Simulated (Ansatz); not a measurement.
Calculated with Ansatz (gas phase, PBE0-D4/def2-TZVP geometries, no zero-point term in ΔE). CCSD(T)/CBS adds triple-zeta CCSD(T) − MP2 to the extrapolated MP2 energy (def2 sets, frozen cores). This one scheme is used for every species. Functionals use def2-TZVPP. Each species was taken in one conformer, which may not be the lowest.

`OC(F)([SiH3])[SiH3]` + H–F → `FC(F)([SiH3])[SiH3]` + H₂O  (substitution at a C–O bond)

| level | ΔE (kcal/mol) |
| --- | --- |
| r2SCAN0 | 1.7 |
| HF/def2-SVP | 0.4 |
| SCS-MP2/def2-TZVPP | 2.7 |
| SCS-MP2/def2-QZVPP | 2.7 |

Task: What does CCSD(T)/CBS give? (An estimate is asked.)

Result: The calculation gave: +2.7 kcal/mol. The listed levels differ from it by -1.0, -2.3, 0.0, 0.0 kcal/mol.

Largest T1 diagnostic among the species: 0.013.

In def2-TZVPP, CCSD(T) changes the Hartree–Fock value by +3.2 kcal/mol (the triples alone add +0.4 kcal/mol) and MP2 by +4.3 kcal/mol. Leaving LDA and LC-ωPBE aside and taking each functional with its dispersion term where it has one, the values, not all of them listed here, spread over 1.7 kcal/mol, from B97M-V to PBE-QIDH. LDA lies +1.7 kcal/mol from PBE without D4. The D4 term adds +1.1 kcal/mol with B3LYP and +0.6 kcal/mol with PBE0; it sums over pairs of atoms, weighted by their polarisabilities, and B3LYP, whose exchange is more repulsive, gets the larger term.

CCSD(T)/CBS has its own doubt, a few kJ/mol and more with outer-core shells, so smaller differences from it don't rank the levels.

B3LYP here is the variant with VWN-RPA as its local correlation; programs differ in this.
